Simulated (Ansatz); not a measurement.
A made-up structure of CH₃GaMg, closed shell:

```
atom    x (Å)    y (Å)    z (Å)
  C1  -0.1102  -0.2220  -0.7259
 Mg2   1.1565  -1.5962   0.3265
 Ga3  -0.0474   0.5192   1.0821
  H4  -0.7765  -1.1064  -0.7359
  H5  -0.3686   0.4172  -1.5748
  H6   2.1316  -2.9238   0.8219
```

It is relaxed with PBE-D4/def2-SVP and then PBE0-D4/def2-TZVP (Ansatz 0.2.0). Atoms count as bonded within 1.22 times the sum of their covalent radii (H–H: 0.88 Å). The end point is not checked to be a true minimum.

(1) Does its bonding change? (A judgement: the text doesn't fix the answer.)

## Answers

(1) The calculation gives: Yes. Formed: none; broken: Mg2–Ga3.

Where it ends: The first stage lowers the energy by 0.95 eV in 8 steps. It ends as CH₃GaMg ([MgH][CH2][Ga]):
```xyz
6
angstrom
C -0.1595 -0.3576 -0.3814
Mg 1.2367 -1.8229 0.0934
Ga -0.6062 1.0838 0.9145
H -1.0828 -0.9066 -0.6330
H 0.2094 0.1041 -1.3130
H 2.3878 -3.0129 0.5134
```

Labels in which every atom is bracketed show which atoms are joined, not bond orders.

For scale, one of the runs: PBE0-D4/def2-TZVP relaxation, 129 basis functions, launched by `ansatz run in.yaml --threads 2 --pin off --events-out ev --progress --plain --max-ram 4352MiB`. The run took about 10 s on 2 CPU threads of an Arm Neoverse V2 (shared host).
